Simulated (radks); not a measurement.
Results of a calculation; reference values are marked as such.
Q: The table gives one normalised radial function P(r) = r R(r) (large component) of Cs8+ in [Kr] 4d10 5s1 (r in bohr). Code: a radial shooting solver on a logarithmic mesh with Libxc functionals. Model: Dirac Kohn-Sham, LB94 model potential, spin-unpolarised, spherical densities, finite nucleus; Fermi nuclear charge, rms radius 4.8041 fm.

r           P
0.004042   0.0141
0.005305   0.0232
0.006963   0.0377
0.00914    0.0604
0.0119     0.0938
0.01562    0.1438
0.0205     0.2131
0.02691    0.3014
0.03533    0.3998
0.04637    0.4834
0.06086    0.5068
0.07925    0.4146
0.104      0.1555
0.1365    -0.2452
0.1792    -0.6336
0.2352    -0.7489
0.3088    -0.3845
0.4021     0.3513
0.5278     1.0826
0.6927     1.3409
0.9093     1.0585
1.193      0.5590
1.567      0.1888
2.04       0.0391
2.677      0.0039
3.514      0.0002
4.613      0.0000

Which n and l does it have? It may be an empty orbital.

A: n = 4, l = 1: the number of nodes gives n - l - 1 = 2, the rise at small r points to l (this Dirac orbital starts outside the nucleus as r^gamma with gamma = sqrt((l + 1)^2 - (Z/c)^2) = 1.96; the j = 3/2 orbital of l + 1 starts with the same power, but with a smaller coefficient, and then steepens), and the extent must fit the shell. The curve is that of 4p3/2; the two j differ most near the nucleus, where j = l - 1/2 has the larger amplitude, and in heavy atoms j = l - 1/2 is also the more compact. 4p3/2: eigenvalue -273.78 eV, 2 radial nodes at r = 0.117, 0.358 bohr, <r> = 0.745 bohr, 90 % of the charge inside 1.08 bohr.
